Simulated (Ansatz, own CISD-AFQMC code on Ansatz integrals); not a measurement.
CH4S2, SMILES `CSS` (C–S–S–H torsion 88°) (charge 0, multiplicity 1).

Cartesian coordinates (Å):
```xyz
7

C     -0.9542     0.1256     0.2299
S      0.2097    -0.7794    -0.8066
S      1.9592     0.2198    -0.5085
H     -0.9763     1.1795    -0.0445
H     -0.7080     0.0137     1.2855
H     -1.9345    -0.3182     0.0395
H      2.4041    -0.4410     0.5797
```
Charge 0, multiplicity 1.

Frozen-core energies in cc-pVDZ from Ansatz (a program for electronic structure) at a geometry from PBE0-D3(BJ)/def2-TZVP; the HF reference has <S^2> = 0.00 and the T1 diagnostic is 0.009.

```csv
level,energy (Ha)
HF,-835.25815
MP2,-835.67003
CCSD,-835.71532
```

### Question
Estimate the energies of CCSD(T), CCSDT, phaseless AFQMC, CISD trial (own CISD-AFQMC code on Ansatz integrals; ±0.36 mHa) and CCSDT(Q), and give each level's difference from CCSDT(Q).

### Answer

```tsv
level	energy (Ha)	difference from CCSDT(Q) (mHa)
MP2	-835.67003	60.42
CCSD	-835.71532	15.13
CCSD(T)	-835.72852	1.93
CCSDT	-835.72944	1.00
phaseless AFQMC, CISD trial (own CISD-AFQMC code on Ansatz integrals; ±0.36 mHa)	-835.73050	-0.05
CCSDT(Q)	-835.73045	0.00
```
